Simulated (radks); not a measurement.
Task: Spherical jellium clusters: N electrons in a uniform positive sphere of charge N and radius rs N^(1/3), rs = 4.16 bohr. Method: non-relativistic Kohn-Sham, LDA (Slater exchange, Perdew-Wang correlation), spin-polarised, spherical densities; computed with a radial shooting solver with Libxc functionals. Levels are named by radial order and angular momentum (1s, 1p, 1d, 2s, ...), and open shells are averaged over m. At N = 13 the configuration is 1s2 1p6 1d(up 5, down 0). The background grows by one charge. Does electron 14 go into 2s down or 2s up or 1d down?

Result: Into 1d down. The total energies of the other choices lie higher by 0.0908 eV (2s up), 0.315 eV (2s down).
